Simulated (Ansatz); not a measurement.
Coupled-cluster diagnostics for [FeNF4]- (FeNF4⁻), Ansatz.

Geometry of the singlet (B3LYP-D4/def2-SVPD):

Cartesian coordinates in Å:
```
Fe 0.059 0.001 -0.025
N 1.410 0.025 -0.595
F -0.373 -1.747 0.067
F -1.045 0.077 -1.448
F -0.362 1.733 0.243
F 0.310 -0.090 1.758
```

Correlated methods freeze 10 core orbitals; core or outer-core shells of Fe are correlated, in sets that lack core-valence functions.

**Question.** Estimate the CCSD(T) correlation energy, the shares of MP2 and (T), T1 and the reference's ⟨S²⟩ for: charge -1, singlet, own geometry in def2-SVPD; and the rough time on 4 threads of Intel Xeon on a shared host.

**Answer.** 
```tsv
state	basis	correlation (eV)	MP2 share (%)	(T) share (%)	T1	⟨S²⟩ (pure)	wall time	remarks
charge -1, singlet, own geometry	def2-SVPD	-45.790	94.4	5.4	0.092	0.00 (0.00)	2 min	flagged by the program, large T1, restricted SCF unstable
```
Customary marks for T1 are 0.02 (closed shells), 0.045 (open shells) and about 0.05 (3d metals). T1 exceeds 0.02 in 1 of 1 rows and 0.045 in 1; the higher it lies, the less the single-reference result can be trusted.
